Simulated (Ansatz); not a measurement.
Parents of the type HO-SiH2-X, proton removed and the species left after one step. Isolated molecules, 0 K electronic values unless said otherwise. One relaxed conformer stands for each flexible species; it need not be the lowest. The site is fixed along the series; a substituent can offer a better one. Strings in code marks are SMILES.

Quantity: vertical detachment energy (energy after one electron is removed minus that of the parent at the parent's geometry), in eV.

A: `[O-][SiH2]Br`
B: `[O-][SiH2][SiH3]`
C: `[C-]#[N+][SiH2][O-]`
D: `[O-][SiH2]S` (O–Si–S–H torsion 180°)
E: `[O-][SiH2]F`

Question: Order them by vertical detachment energy (energy after one electron is removed minus that of the parent at the parent's geometry) (lowest first) at the level frozen-core CCSD(T)/def2-TZVPD // CAM-B3LYP-D3(BJ)/def2-TZVPD (Ansatz, a program for electronic structure).

Answer: B (3.65 eV), E (3.99 eV), D (4.17 eV), A (4.49 eV), C (4.55 eV)
